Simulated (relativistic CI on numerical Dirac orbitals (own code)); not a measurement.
**Sm37+: q coefficients and field-shift factors**

Computed by Dirac-Coulomb-Breit CI, separate exchange-only KLI orbitals for each configuration, derivatives by finite differences, unscaled Slater integrals, QED left out (own radial code, finite nucleus).

Configurations in the expansion (outside the closed core [Ne]): 3s²3p⁶3d⁷, 3s²3p⁵3d⁸, 3s²3p⁴3d⁹, 3s3p⁶3d⁸, 3p⁶3d⁹, 3s3p⁵3d⁹, 3s²3p⁶3d⁶4s, 3s²3p⁶3d⁶4p. Levels of other configurations are missing.

With x = (α/α₀)² − 1 an excitation energy changes as ω = ω₀ + qx; K = 2q/ω₀ is the relative enhancement. Terms are leading LS components, so labels can repeat. The field-shift factor is F = δν/δ⟨r²⟩ for the transition from the lowest level.

Lowest level 3s²3p⁶3d⁷ ⁴F9/2.

| Level | ω₀ (cm⁻¹) | q (cm⁻¹) | K | F (GHz/fm²) |
| --- | --- | --- | --- | --- |
| 3s²3p⁶3d⁷ ²P3/2 | 78567 | 2072 | 0.0527 | -0.186 |
| 3s²3p⁶3d⁷ ²D5/2 | 112771 | 23700 | 0.42 | 0.457 |
| 3s²3p⁶3d⁷ ⁴F7/2 | 209963 | 232000 | 2.21 | 3.17 |
| 3s²3p⁶3d⁷ ²G9/2 | 262824 | 217300 | 1.65 | 3.16 |
| 3s²3p⁶3d⁷ ⁴F3/2 | 270547 | 238200 | 1.76 | 3.33 |
| 3s²3p⁶3d⁷ ⁴P5/2 | 282836 | 242100 | 1.71 | 3.47 |
| 3s²3p⁶3d⁷ ⁴P1/2 | 296673 | 230000 | 1.55 | 3.02 |
| 3s²3p⁶3d⁷ ²H11/2 | 316372 | 220000 | 1.39 | 3.44 |
| 3s²3p⁶3d⁷ ²G7/2 | 347390 | 243900 | 1.4 | 3.56 |
| 3s²3p⁶3d⁷ ²F5/2 | 391862 | 216500 | 1.1 | 3.36 |
| 3s²3p⁶3d⁷ ⁴F5/2 | 474649 | 448000 | 1.89 | 6.17 |
| 3s²3p⁶3d⁷ ²D3/2 | 478691 | 363000 | 1.52 | 5.35 |
| 3s²3p⁶3d⁷ ²D3/2 | 510149 | 341900 | 1.34 | 4.94 |

At this charge energies of transitions that change n are usually good to better than 1 %, and those within a shell (Δn = 0) to a few per cent. Terms inside the open d or f shell come out 10 to 20 % too wide with unscaled integrals.
